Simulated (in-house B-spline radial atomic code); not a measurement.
A fraction x of an electron is added to 5s in neutral silver, starting from [Kr] 4d10 5s1 and keeping the highest spin. Computed with a B-spline radial code for spherical atoms: scalar-relativistic (X2C) PBE, spin-polarised, spherical fractional occupations, Fermi nucleus of rms radius 4.5454 fm.

```tsv
x	E(x) - E(0) (eV)	5s down level (eV)
0	0.0000	-
0.1	-0.3679	-3.403
0.2	?	?
0.3	-0.9386	-2.311
0.4	-1.1432	-1.783
0.5	-1.2959	-1.273
0.6	?	?
0.7	-1.4530	-0.313
```

(1) What belongs in the row x = 0.2?

(2) What belongs in the row x = 0.6?

(3) Check Janak's theorem between x = 0.3 and 0.4.

(4) Up to what added charge does this functional bind the extra electron?

## Answers

(1) An energy change of -0.6806 eV; 5s down at -2.852 eV.

(2) An energy change of -1.3984 eV; 5s down at -0.782 eV.

(3) The slope of the energy is -2.05 eV; the orbital levels give -2.05 eV (ε of the filling orbital, averaged over the two points).

(4) The highest level rises by about 4.7 eV per electron near x = 0.7 and would reach zero near x = 0.77, so a whole extra electron isn't bound at the basis-set limit.
